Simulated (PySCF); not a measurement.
**Assignment exercise: C₁₁H₁₀**

Numbering as in the mapped SMILES `[CH:1]#[C:2][c:3]1[cH:4][cH:5][cH:6][c:7]([CH2:8][CH:9]=[CH2:10])[cH:11]1`; H(Xn) means a hydrogen on atom n. Ha(C10) is cis to C8; Hb(C10) is trans to C8.

- PBE0/pcSseg-1 with gauge-including orbitals
- structure optimised with GFN2-xTB
- run in PySCF 2.14.0 with density-fitted response routines
- non-relativistic, gas phase, single conformer, averaged over atoms made equivalent by symmetry, fast rotation or ring inversion

δ = σ(ref) − σ, references computed at the same level: ¹³C and ¹H vs TMS.

(1) Assign these signals to the numbered atoms. ¹³C{¹H} NMR (computed): δ 149.4, 146.6, 139.1, 137.3, 135.7, 134.2, 127.1, 119.2, 89.4, 86.9, 47.6.

(2) Assign these signals to the numbered atoms. ¹H NMR (600 MHz, computed): δ 7.73 (m, 1H), 7.71 (s, 1H), 7.60 (m, 1H), 7.47 (m, 1H), 6.06 (m, 1H), 5.46 (m, 1H), 5.16 (m, 1H), 3.39 (d, 2H), 2.79 (s, 1H).

## Answers

(1) 
```tsv
δ (ppm)	atoms	environment	reason
149.4	C9	alkene CH	an sp2 carbon of a C=C bond
146.6	C7	substituted aromatic carbon	–
139.1	C11	aromatic CH	the aromatic region
137.3	C4	aromatic CH	–
135.7	C6	aromatic CH	–
134.2	C5	aromatic CH	–
127.1	C3	substituted aromatic carbon	–
119.2	C10	terminal =CH2 carbon	as expected for a trigonal carbon in a double bond
89.4	C2	alkyne carbon	the triple bond shields along its axis, which puts it between sp3 and sp2 carbons
86.9	C1	terminal alkyne carbon	the triple bond shields along its axis, which puts it between sp3 and sp2 carbons
47.6	C8	sp3 CH2 on an aromatic ring	aliphatic region, no heteroatom directly attached
```

C11 and C4; C4 and C6; C6 and C5 lie closer than the usual error of such a calculation, so a measured spectrum could show them in the other order.

(2) 
7.73 → H(C4), hydrogen on an aromatic CH: ring-current deshielding
7.71 → H(C11), hydrogen on an aromatic CH
7.60 → H(C5), hydrogen on an aromatic CH
7.47 → H(C6), hydrogen on an aromatic CH
6.06 → H(C9), hydrogen on an alkene CH: a vinylic proton, deshielded by the sp2 carbon and the C=C anisotropy
5.46 → Ha(C10), hydrogen on a terminal =CH2 carbon: a vinylic proton, deshielded by the sp2 carbon and the C=C anisotropy
5.16 → Hb(C10), hydrogen on a terminal =CH2 carbon
3.39 → H(C8), hydrogen on an sp3 CH2 on an aromatic ring
2.79 → H(C1), hydrogen on a terminal alkyne carbon: it lies on the axis of the triple bond, in its shielding cone

H(C4) and H(C11); H(C11) and H(C5) lie closer than the usual error of such a calculation, so a measured spectrum could show them in the other order.

Shifts are as computed. Against solution values, carbons near 30 ppm lie about +3 ppm off and those near 130 ppm about +5 ppm. Of 1211 compounds with measured shifts, 218 miss one by over three times the rms of a fit or turn the order of signals round; such compounds aren't used in these exercises. No couplings were computed; multiplicities are counted from neighbouring protons, with m where these are inequivalent, close in shift, in a saturated or five-membered ring or joined by F or P, and br s for small geminal =CH2 splittings.
